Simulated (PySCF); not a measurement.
**Radial density of Ar³⁺ (argon, charge +3)**

PBEsol, [Ne] 3s2 3p3, high-spin 4S determinant. Computed with PySCF 2.14 in x2c-TZVPPall (5s5p3d1f, 42 functions), with the spin-free X2C one-electron Hamiltonian (Gaussian nucleus).

```
r (bohr)  4πr²ρ (e/bohr)  4πr²(ρα − ρβ)
 0.00144          0.1150         0.0000
 0.00242          0.3072         0.0000
 0.00407          0.7832         0.0001
 0.00685           1.941         0.0002
  0.0115           4.512         0.0006
  0.0194           9.417         0.0022
  0.0326           16.31         0.0100
  0.0548           20.90         0.0474
  0.0922           17.69         0.1907
   0.155           14.62         0.5052
   0.261           20.60         0.5967
   0.439           14.70         0.0264
   0.738           4.379         0.9764
    1.24           4.443         2.5278
    2.09           1.134         0.7734
    3.51         0.02205         0.0155
    5.91       3.509e-05         0.0000
```

Densities and radii are taken from the X2C orbitals without a picture-change correction, which distorts them close to the nucleus.
